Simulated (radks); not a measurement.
Species: W. Configuration: [Xe] 4f14 5d4 6s2.

Method: scalar-relativistic Kohn-Sham, PBE, spin-polarised, spherical densities, point nucleus; open shells are filled with parallel spins first (spin-orbit coupling, left out, can overturn this in heavy ions); hard spherical wall at 8 bohr; computed with a radial shooting solver on a logarithmic mesh with Libxc functionals.

Energy parts (Ry):
total: -32285.1892
kinetic: 35580.8848
electron-nucleus: -79836.3168
Hartree: 12615.8448
exchange-correlation: -645.6020

Orbitals (lengths in bohr, moments of r in powers of bohr; r(max) is where P^2 peaks):
orbital,occ.,eigenvalue (Ry),r(max)
1s down,1,-5107.985,0.01145
1s up,1,-5107.985,0.01145
2s up,1,-881.5828,0.06566
2s down,1,-881.5710,0.06566
2p up,3,-770.8939,0.05388
2p down,3,-770.8846,0.05388
3s up,1,-202.9982,0.1852
3s down,1,-202.9954,0.1852
3p up,3,-170.2256,0.1834
3p down,3,-170.2221,0.1834
3d up,5,-132.5607,0.1494
3d down,5,-132.5533,0.1494
4s up,1,-41.84592,0.4206
4s down,1,-41.83606,0.4206
4p up,3,-31.09769,0.4412
4p down,3,-31.08864,0.4412
4d up,5,-17.48272,0.4522
4d down,5,-17.47186,0.4522
5s up,1,-5.81931,0.9642
5s down,1,-5.70861,0.9603
5p up,3,-3.20178,1.095
5p down,3,-3.05322,1.088
4f up,7,-2.40622,0.4288
4f down,7,-2.38105,0.4286
6s up,1,-0.44471,2.619
5d up,4,-0.37410,1.501
6s down,1,-0.33437,2.735
5d down,0,-0.20343,1.493
6p up,0,-0.07777,3.509
6p down,0,-0.01425,3.734
7s up,0,0.29325,5.602
7s down,0,0.34444,5.708
5f up,0,0.50591,5.236
5f down,0,0.53715,5.340

The highest occupied level is 6s down at -4.549 eV. Summed over all electrons, <r^2> = 67.75 bohr^2, which gives a Langevin (diamagnetic) susceptibility term of -53.7 x 10^-6 cm^3/mol. The pressure on the wall is 0.203 GPa. The density falls to 0.001 e/bohr^3 at r = 4.77 bohr. Spin moment in Bohr magnetons: 4.
